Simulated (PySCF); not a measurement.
Sn(OMe)3(OSiH3), SMILES C[O][Sn]([O]C)([O]C)[O][SiH3] (C₃H₁₂O₄SiSn), singlet, GFN2-xTB optimised geometry.

```
21

C      0.21     0.60    -4.76
O     -0.64     0.14    -3.73
Sn    -0.19    -1.34    -2.51
O     -1.71    -1.72    -1.32
C     -2.35    -0.74    -0.53
O      0.37    -2.93    -3.53
C      0.96    -4.07    -2.95
O      1.36    -0.82    -1.41
Si     1.66    -0.07     0.00
H     -0.33     1.43    -5.22
H      0.40    -0.17    -5.51
H      1.17     0.97    -4.37
H     -3.12    -1.28     0.03
H     -2.83     0.03    -1.14
H     -1.66    -0.27     0.17
H      1.85    -3.83    -2.38
H      0.25    -4.61    -2.32
H      1.23    -4.71    -3.80
H      1.09     1.28     0.00
H      1.09    -0.83     1.12
H      3.12    -0.07     0.00
```

Density from PBE0/def2-SVP, def2 effective core potentials past Kr (PySCF) at that geometry. The core electrons that the potentials of Sn replace are not part of the density.

Minimum of the electron density along straight lines between bonded atoms, close to the bond critical point (lines longer than 1.1 times the sum of covalent radii, or with two minima, are not listed):

```
bond     length / Å  ρ at the minimum / e bohr⁻³  ∇²ρ there / e bohr⁻⁵  position (fraction from the first atom)
-------  ----------  ---------------------------  --------------------  ---------------------------------------
C1–O2         1.412                        0.251                 -0.36                                     0.34
O2–Sn3        1.970                        0.110                  0.58                                     0.49
Sn3–O4        1.973                        0.109                  0.57                                     0.51
O4–C5         1.410                        0.252                 -0.36                                     0.66
Sn3–O6        1.965                        0.111                  0.59                                     0.51
O6–C7         1.413                        0.251                 -0.36                                     0.66
Sn3–O8        1.969                        0.106                  0.61                                     0.51
O8–Si9        1.622                        0.128                  1.09                                     0.59
C1–H10        1.092                        0.282                 -1.08                                     0.64
C1–H11        1.091                        0.282                 -1.07                                     0.63
C1–H12        1.092                        0.282                 -1.07                                     0.63
C5–H13        1.092                        0.282                 -1.08                                     0.64
C5–H14        1.091                        0.282                 -1.07                                     0.63
C5–H15        1.093                        0.281                 -1.05                                     0.63
C7–H16        1.092                        0.282                 -1.07                                     0.63
C7–H17        1.091                        0.282                 -1.07                                     0.63
C7–H18        1.092                        0.282                 -1.08                                     0.64
Si9–H19       1.467                        0.118                  0.32                                     0.49
Si9–H20       1.467                        0.118                  0.32                                     0.49
Si9–H21       1.460                        0.119                  0.32                                     0.49
```
